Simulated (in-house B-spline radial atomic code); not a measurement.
Values are calculated unless marked as measured or tabulated.
## Making a Troullier-Martins s channel for V, r_c = 2.08 bohr

V, [Ar] 3d3 4s2, non-relativistic PBE, spherical and spin-unpolarised, from a B-spline radial code for spherical atoms (atomic units). The all-electron 4s level is ε = -0.170791 hartree, its outermost node lies just inside 1.20 bohr and its outer maximum at 2.77 bohr.

Inside r_c the pseudo-orbital is u(r) = r^1 exp(p(r)), with p = c0 + c2 r² + c4 r⁴ + … + c12 r¹². The seven coefficients follow from p and its first four derivatives at r_c, from zero curvature of the screened potential at the origin, c4 = −c2²/(2l + 5), and from the norm inside r_c. At r_c the all-electron orbital has P = 0.5080346, P' = 0.2849443, the screened potential V = -0.7149944, V' = 0.7698396, V'' = -1.448882, and the norm inside is Q = 0.1301044.

**Question.** What are p, p' and p'' at r_c?

**Answer.** p = ln(P/r_c^1) = ln(0.5080346/2.08) = -1.40957. p' = P'/P − 1/r_c = 0.56088 − 0.48077 = 0.08011. The radial equation gives p'' = 2(V − ε) − 2(1) p'/r_c − p'² = -1.08841 − (0.07703) − 0.00642 = -1.17185. Differentiating, p''' = 2V' + 2(1)p'/r_c² − 2(1)p''/r_c − 2p'p'' = 2.8912, and p'''' = 2V'' − 4(1)p'/r_c³ + 4(1)p''/r_c² − 2(1)p'''/r_c − 2p''² − 2p'p''' = -10.007.

For a trial c2 the five matching conditions are linear in c0, c6, c8, c10 and c12, and c2 is varied until the norm inside r_c equals Q. The root nearest zero gives:

```csv
n,c_n
0,-1.670382
2,-0.2034154
4,-0.008275568
6,0.1273844
8,-0.05244972
10,0.008118911
12,-0.0004498939
```

**Question.** Check c4 and p(r_c), and find the screened pseudopotential at the origin.

**Answer.** −c2²/5 = -0.00827557, as listed. The terms c_n r_c^n are -1.67038, -0.88006, -0.15490, 10.31564, -18.37595, 12.30640, -2.95033, which sum to -1.40957. Inverting the radial equation, V_l(r) = ε + 1 p'/r + (p'' + p'²)/2, so V_l(0) = ε + (2l + 3) c2 = -0.170791 + 3 × (-0.203415) = -0.7810 hartree, finite where the all-electron potential diverges.

Orbitals and screened potentials:

```json
{"r (bohr)": "0.208", "P": "0.1573", "u": "0.0388", "V all-electron": "-61.9", "V pseudo": "-0.7762"}
{"r (bohr)": "0.52", "P": "-0.1786", "u": "0.09277", "V all-electron": "-13.97", "V pseudo": "-0.6245"}
{"r (bohr)": "0.832", "P": "-0.2361", "u": "0.1398", "V all-electron": "-5.767", "V pseudo": "-0.07402"}
{"r (bohr)": "1.144", "P": "-0.02918", "u": "0.191", "V all-electron": "-2.868", "V pseudo": "0.6473"}
{"r (bohr)": "1.456", "P": "0.2073", "u": "0.272", "V all-electron": "-1.639", "V pseudo": "0.737"}
{"r (bohr)": "1.768", "P": "0.3899", "u": "0.3942", "V all-electron": "-1.04", "V pseudo": "-0.2879"}
{"r (bohr)": "2.08", "P": "0.508", "u": "0.508", "V all-electron": "-0.715", "V pseudo": "-0.715"}
```

Logarithmic derivatives P'/P at R = 2.38 bohr, for energies E around ε:

```tsv
E − ε (hartree)	all-electron	pseudo
-0.5	0.810615	0.793978
-0.25	0.55069	0.545186
-0.1	0.373771	0.3727
0	0.244619	0.244626
0.1	0.104635	0.10317
0.25	-0.130302	-0.142384
0.5	-0.614563	-0.69918
```

**Question.** With P(R) = 0.5707146 and a norm of 0.2186593 inside R, what slope in energy does norm conservation fix?

**Answer.** d(P'/P)/dE = −2 × (norm inside R)/P(R)² = -1.3426 per hartree·bohr at E = ε, for both atoms, since orbital and norm agree at R. Differences over ±0.1 hartree give -1.3457 (all-electron) and -1.3476 (pseudo), which also hold third-order terms. Half a hartree below ε the two curves differ by -0.0166.
